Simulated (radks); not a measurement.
Values are calculated unless marked as measured or tabulated.
How relativity changes the ionisation of the beryllium ion Be+ ([He] 2s1) to Be2+ ([He]). Spin-unpolarised spherical Kohn-Sham, LDA (Slater exchange, Perdew-Wang correlation), point nucleus unless stated (finite: rms radius 2.519 fm), a radial shooting solver on a logarithmic mesh with Libxc functionals. A level marked "c x" has the speed of light scaled by that factor.

[
 {"level": "non-rel.", "E(Be+) (hartree)": "-14.09693", "E(Be2+) (hartree)": "-13.44391", "IE (eV)": "17.770", "HOMO": "2s", "<r> HOMO (bohr)": "2.299"},
 {"level": "scalar-rel.", "E(Be+) (hartree)": "-14.09970", "E(Be2+) (hartree)": "-13.44656", "IE (eV)": "17.773", "HOMO": "2s", "<r> HOMO (bohr)": "2.299"},
 {"level": "scalar-rel., finite nucleus", "E(Be+) (hartree)": "-14.09970", "E(Be2+) (hartree)": "-13.44656", "IE (eV)": "17.773", "HOMO": "2s", "<r> HOMO (bohr)": "2.299"},
 {"level": "Dirac", "E(Be+) (hartree)": "-14.09970", "E(Be2+) (hartree)": "-13.44656", "IE (eV)": "17.773", "HOMO": "2s1/2", "<r> HOMO (bohr)": "2.299"},
 {"level": "Dirac, finite nucleus", "E(Be+) (hartree)": "-14.09970", "E(Be2+) (hartree)": "-13.44656", "IE (eV)": "17.773", "HOMO": "2s1/2", "<r> HOMO (bohr)": "2.299"},
 {"level": "Dirac, c x 0.85", "E(Be+) (hartree)": "-14.10077", "E(Be2+) (hartree)": "-13.44758", "IE (eV)": "17.774", "HOMO": "2s1/2", "<r> HOMO (bohr)": "2.299"},
 {"level": "Dirac, c x 2", "E(Be+) (hartree)": "-14.09762", "E(Be2+) (hartree)": "-13.44457", "IE (eV)": "17.770", "HOMO": "2s1/2", "<r> HOMO (bohr)": "2.299"},
 {"level": "Dirac, c x 100", "E(Be+) (hartree)": "-14.09693", "E(Be2+) (hartree)": "-13.44391", "IE (eV)": "17.770", "HOMO": "2s1/2", "<r> HOMO (bohr)": "2.299"}
]

NIST Atomic Spectra Database: 18.211 eV (measured). The relativistic part of the total energy of Be+ is -0.002772 hartree (Dirac, finite nucleus), 0.02 % of the non-relativistic value. Spin polarisation and multiplet splitting of open shells are left out at every level.

Beside tabulated values, note that spin-unpolarised runs miss the spin-polarisation part of the exchange energy of open shells.
